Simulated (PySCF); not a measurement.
**Electronic structure of F⁺ (fluorine, charge +1) at the MN15 level**

Configuration: [He] 2s2 2p4, high-spin 3P determinant. Computed with PySCF 2.14 in cc-pVTZ-DK (4s3p2d1f, 30 functions), with the spin-free X2C one-electron Hamiltonian (Gaussian nucleus).

| Property | Result |
| --- | --- |
| Total energy | -99.1458 hartree |
| One-electron energy | -133.2777 hartree |
| Hartree (Coulomb) energy | 44.0075 hartree |
| Exchange-correlation energy | -9.8756 hartree |
| ⟨S²⟩ | 2.0008 |
| ⟨L²⟩ | 2.003 |
| Sum of ⟨r⟩ | 6.195 bohr |
| Sum of ⟨r²⟩ | 7.281 bohr² |
| Traceless quadrupole moment −½Σ⟨3z² − r²⟩ along its main axis | -0.501 e·bohr² |
| Langevin diamagnetic susceptibility | -5.77 ×10⁻⁶ cm³/mol |
| Time after the integrals | 0.29 s of wall time on 1 thread of Neoverse-V1 (shared host) |

| shell | electrons | mean orbital energy (hartree) | spread (hartree) | rms radius, mean of both spins (bohr) |
| --- | --- | --- | --- | --- |
| 1s α | 1 | -25.20071 | 0 | 0.206 |
| 1s β | 1 | -25.15712 | 0 | 0.206 |
| 2s α | 1 | -1.93002 | 0 | 1.07 |
| 2s β | 1 | -1.77363 | 0 | 1.07 |
| 2p α | 3 | -1.23385 | 0.06988 | 1.11 |
| 2p β | 1 | -1.10636 | 0 | 1.11 |
